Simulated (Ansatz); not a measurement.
Consider the redistribution: `[F][Ga]([F])[O][SiH3]` + `N#[C][SnH2][Cl]` → `N#[C][Ga]([F])[F]` + `[SiH3][O][SnH2][Cl]`.

Program: Ansatz. Geometries: PBE0-D4/def2-TZVP. ΔE: electronic, gas phase. CCSD(T)/CBS is the MP2 limit (def2-TZVPP, def2-QZVPP) plus CCSD(T) − MP2 in def2-TZVPP, frozen cores. DFT in def2-TZVPP. B3LYP here is the variant with VWN-RPA as its local correlation; programs differ in this. HSE06 is defined as in plane-wave codes. def2 core potentials past Kr. For Ga, Sn outer-core shells are correlated without core-valence functions, which leaves a few kJ/mol of doubt a bond. Scalar relativity is left out up to krypton. Each species was taken in one conformer, which may not be the lowest.

| level | ΔE (kcal/mol) | difference from CCSD(T)/CBS |
| --- | --- | --- |
| BLYP-D4 | 1.6 | -1.1 |
| r2SCAN-D4 | 2.5 | -0.2 |
| B3LYP-D4 | 2.4 | -0.3 |
| r2SCAN0-D4 | 3.3 | 0.6 |
| HSE06-D4 | 3.0 | 0.3 |
| B2PLYP | 3.5 | 0.8 |
| r2SCAN | 2.6 | -0.1 |
| BHLYP | 3.8 | 1.1 |
| RPA@PBE/def2-TZVPP | 3.9 | 1.2 |
| HF/def2-SVP | 5.7 | 3.0 |
| MP2/def2-SVP | 4.7 | 2.0 |
| CCSD(T)/def2-SVP | 4.9 | 2.2 |
| HF/def2-TZVPP | 4.7 | 2.0 |
| CCSD/def2-TZVPP | 4.3 | 1.6 |
| HF/CBS(def2) | 4.5 | 1.8 |
| MP2/CBS(def2) | 2.9 | 0.2 |
| CCSD(T)/CBS | 2.7 | 0 |

Largest T1 diagnostic among the species: 0.015.

From PBE to PBE0 (25 % exact exchange), in def2-TZVPP and without D4, ΔE moves by +0.9 kcal/mol. At CCSD(T), def2-SVP lies +2.2 kcal/mol from the extrapolated value and def2-TZVPP +1.4 kcal/mol. Leaving LDA and LC-ωPBE aside and taking each functional with its dispersion term where it has one, the values, not all of them listed here, spread over 2.6 kcal/mol, from B97M-V to PBE-QIDH.
